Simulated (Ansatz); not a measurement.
Two structures of Si$_{4}$NH$_{13}$O, singlet, reached by relaxing down either side of one saddle point (PBE0-D4/def2-TZVP). Energies are electronic, without zero-point energy. Computed with Ansatz 0.2.0 (basis: def2-TZVPP and def2-QZVPP); correlated methods freeze the cores. Extrapolation: Hartree–Fock as exp(−7.88 √X), correlation as X^−2.97. First:

Si1  (-0.735, -0.661, -0.312)
Si2  (1.224, -1.842, 0.230)
Si3  (-0.362, 0.794, -2.107)
Si4  (-1.476, 0.518, 1.582)
O5  (-1.922, -1.705, -0.861)
H6  (1.698, 1.119, 1.403)
N7  (1.364, 1.293, 0.462)
H8  (0.995, -3.315, 0.154)
H9  (2.342, -1.514, -0.699)
H10  (1.690, -1.540, 1.614)
H11  (1.054, 0.724, -2.567)
H12  (-0.635, 2.206, -1.717)
H13  (-1.237, 0.461, -3.265)
H14  (-0.521, 0.397, 2.721)
H15  (-2.792, -0.004, 2.052)
H16  (-1.646, 1.971, 1.295)
H17  (-2.216, -2.390, -0.258)
H18  (2.162, 1.245, -0.160)
H19  (1.014, 2.243, 0.433)
(Å)

Second:

Si1  (-0.194, 0.503, -0.877)
Si2  (1.311, -2.394, 1.974)
Si3  (-1.302, 1.761, -2.508)
Si4  (-1.172, 0.691, 1.261)
O5  (-0.324, -1.055, -1.429)
H6  (1.606, -0.955, 1.759)
N7  (1.395, 1.125, -0.711)
H8  (0.507, -2.896, 0.827)
H9  (2.584, -3.155, 2.037)
H10  (0.540, -2.571, 3.227)
H11  (-0.487, 1.838, -3.755)
H12  (-1.509, 3.149, -2.009)
H13  (-2.628, 1.179, -2.845)
H14  (-0.306, 1.458, 2.201)
H15  (-1.401, -0.659, 1.855)
H16  (-2.493, 1.374, 1.184)
H17  (-0.032, -1.755, -0.841)
H18  (1.996, 1.286, -1.502)
H19  (1.910, 1.076, 0.152)
(Å)

Problem. Which bonds change from the first to the second?

Solution. Si₄H₁₀O ([OH][Si]([SiH3])([SiH3])[SiH3]) + NH₃ → Si₃NH₉O ([NH2][Si]([OH])([SiH3])[SiH3]) + SiH₄; bonds formed: Si1–N7, Si2–H6; bonds broken: Si1–Si2, H6–N7.

Problem. Give the saddle point's structure and its height above each. (Judge from chemistry; the value comes from the calculation.)

Solution. Computed: 36.87 kcal/mol above the first and 46.19 kcal/mol above the second (CCSD(T) at an estimated basis limit (MP2 extrapolated from triple and quadruple zeta, plus CCSD(T) − MP2 in triple zeta)).
Si1  (-0.262, 0.057, -0.555)
Si2  (0.971, -1.885, 1.486)
Si3  (-0.984, 1.588, -2.203)
Si4  (-1.371, 0.455, 1.444)
O5  (-0.243, -1.340, -1.415)
H6  (1.781, 0.216, 0.527)
N7  (1.509, 0.736, -0.338)
H8  (0.336, -3.078, 0.791)
H9  (2.403, -2.356, 1.561)
H10  (0.481, -2.055, 2.894)
H11  (-0.241, 1.507, -3.494)
H12  (-0.792, 2.972, -1.671)
H13  (-2.434, 1.402, -2.473)
H14  (-0.382, 1.142, 2.320)
H15  (-1.870, -0.799, 2.058)
H16  (-2.539, 1.379, 1.271)
H17  (-0.059, -2.113, -0.856)
H18  (2.111, 0.422, -1.096)
H19  (1.584, 1.748, -0.252)
(Å)

No T1 diagnostic of these runs exceeds 0.015.

Labels in which every atom is bracketed show which atoms are joined, not bond orders.

For scale, one of the runs: CCSD(T)/def2-TZVPP, 412 basis functions, launched by `ansatz run in.yaml --threads 4 --pin off --events-out ev --progress --plain --max-ram 41984MiB --backend cuda --devices 0, --max-vram 37GiB`. Hardware: 4 CPU threads of an AMD EPYC 7R13 and a share of one NVIDIA H100, shared host. Wall time 19 s; peak host memory 0.91 GiB.
